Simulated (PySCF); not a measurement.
# Electron correlation in O (oxygen, neutral)

[He] 2s2 2p4, high-spin 3P determinant. Computed with PySCF 2.14 in aug-cc-pVDZ, with no relativity, point nucleus. Frozen: 1s2; 6 electrons correlated.

```tsv
level	correlation energy (mhartree)
CCSD	-127.24
(T)	-1.81
CCSD(T)	-129.05
CCSDT	-129.33
```

Diagnostics: T1 = 0.0097, D1 = 0.0174, largest double amplitude 0.043.

Cost of the coupled-cluster step: roughly 0.28 core-seconds, for 6 correlated electrons.
